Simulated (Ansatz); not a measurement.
One change: `[CH3][Zn][S][Si](C)(C)C` becomes `C[Si](C)(C)Cl`.

Ansatz, PBE0-D4/def2-TZVP geometries, multiplicity 1. Each molecule was computed in one conformer, which needn't be the lowest.

Scalar relativity is left out up to krypton.

| property | `[CH3][Zn][S][Si](C)(C)C` |
| --- | --- |
| size of the dipole moment (ωB97M-V/def2-TZVPP) / D | 1.55 |
| HOMO energy (ωB97M-V/def2-TZVPP) / eV | -9.02 |
| LUMO energy (PBE/def2-TZVPP) / eV | -1.00 |
| size of the dipole moment (B3LYP/def2-TZVPP) / D | 1.56 |
| HOMO energy (B3LYP/def2-TZVPP) / eV | -6.61 |
| HOMO–LUMO gap (B3LYP/def2-TZVPP) / eV | 6.13 |

Question: Give the same properties after the change, and the shifts. (An estimate is asked.)

Answer: Ansatz gave: 
```
                                          property  `C[Si](C)(C)Cl`  shift
size of the dipole moment (ωB97M-V/def2-TZVPP) / D             2.14   0.59
             HOMO energy (ωB97M-V/def2-TZVPP) / eV           -10.58  -1.56
                 LUMO energy (PBE/def2-TZVPP) / eV             0.15   1.15
  size of the dipole moment (B3LYP/def2-TZVPP) / D             2.15   0.59
               HOMO energy (B3LYP/def2-TZVPP) / eV            -8.10  -1.49
             HOMO–LUMO gap (B3LYP/def2-TZVPP) / eV             8.67   2.54
```

With PBE0 the HOMO falls by 1.48 eV and the LUMO rises by 1.14 eV, so the gap widens by about 2.62 eV. PBE moves the HOMO by -1.30 eV and ωB97M-V by -1.56 eV. Dipoles are sizes alone; their direction can turn.

B3LYP here is the variant with VWN-RPA as its local correlation; programs differ in this.
